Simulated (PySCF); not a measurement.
2-chlorosilylpropan-2-ol (C3H9ClOSi), SMILES Cl[SiH2]C(C)(O)C. Atoms are numbered in the order given.

```xyz
15

C     -0.3265     1.9834     1.3163
C     -0.5484     0.6659     0.5739
C     -1.3155    -0.3476     1.4312
O     -1.2870     0.9929    -0.6158
Si     1.1354    -0.0411    -0.0263
Cl     0.6127    -1.5790    -1.3654
H     -1.3097     2.4209     1.5916
H      0.2000     2.7188     0.6758
H      0.2582     1.8323     2.2459
H     -0.7847    -0.5693     2.3798
H     -1.4540    -1.3059     0.8888
H     -2.3192     0.0603     1.6742
H     -1.3674     0.1652    -1.1325
H      1.9955    -0.6474     1.0491
H      1.9077     0.9896    -0.7948
```
Charge 0, spin multiplicity 1.

Geometry optimised at PBE-D3(BJ)/def2-SVP. One conformer was computed; it need not be the lowest.

The numbers are results of PBE/def2-TZVP (PySCF), not measurements.

Gas-phase values at a fixed geometry.

- total energy: -944.20923 hartree
- highest occupied level: -6.07 eV
- lowest empty level: -0.93 eV
- orbital gap: 5.14 eV
- dipole moment: 1.60 D
- quadrupole, principal values (traceless, Buckingham form, about the centre of nuclear charge): -5.87, 1.12, 4.75 D·Å
- mean static polarisability: 83.4 bohr³ (12.35 Å³)
- polarisability, principal values: 73.7, 82.0, 94.4 bohr³
